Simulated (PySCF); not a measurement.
How methods differ on the excitation energy of Yb⁺

Yb⁺ [Xe] 4f14 6s1 (2S) → Yb⁺ [Xe] 4f13 5d1 6s1 (high-spin determinant), as a difference of total energies. Calculation: PySCF 2.14, in cc-pVDZ-X2C (8s7p5d3f1g, 84 functions); the spin-free X2C one-electron Hamiltonian (Gaussian nucleus). Correlated levels: valence: [Kr] 4d10 frozen; valence and next inner shell: [Ar] 3d10 frozen. The calculations carry no spin-orbit coupling.

```tsv
method	excitation energy (eV)
UHF	0.451
LDA	4.594
PBE	4.149
PBE0	3.311
r2SCAN	3.307
BLYP	4.076
M06-L	4.256
revPBE	4.124
MP2 (valence)	4.998
SCS-MP2 (valence)	4.390
MP2 (valence and next inner shell)	5.338
SCS-MP2 (valence and next inner shell)	4.634
```

Q: How much does correlation contribute at MP2 (valence and next inner shell)?

A: 5.338 − (0.451) = 4.887 eV, measured against UHF.

A first-order spin-orbit estimate (lowest level to lowest level, LS coupling) adds -0.443 eV.

The determinant of the upper state mixes LS terms, which raises its energy above the lowest term, most at the Hartree-Fock and MP2 levels.
